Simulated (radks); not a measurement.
Results of a calculation; reference values are marked as such.
These are the eigenvalues of the occupied orbitals of an atom or ion with whole-number occupations (hartree). Code: a radial shooting solver on a logarithmic mesh with Libxc functionals. Model: non-relativistic Kohn-Sham, LDA (Slater exchange, Perdew-Wang correlation), spin-unpolarised, spherical densities, point nucleus.

| orbital | eigenvalue |
|---|---|
| 1s | -1852.935 |
| 2s | -305.0170 |
| 2p | -291.2325 |
| 3s | -74.98507 |
| 3p | -68.77969 |
| 3d | -57.17490 |
| 4s | -21.87923 |
| 4p | -19.39772 |
| 4d | -14.92927 |
| 4f | -9.28299 |
| 5s | -9.14109 |

Which element is it, and in what charge state? The configuration may be excited.

Answer. Z = 66, dysprosium, charge +13: Dy13+ in [Kr] 4d10 4f6 5s1. The list shows which subshells hold electrons but not how many an open one holds; the 1s level, -1852.9 hartree, gives Z - s = 60.9 by -(Z - s)^2/2, which with screening narrows Z to a few neighbours, and the depths of the outer levels then fix element, charge and occupations together.
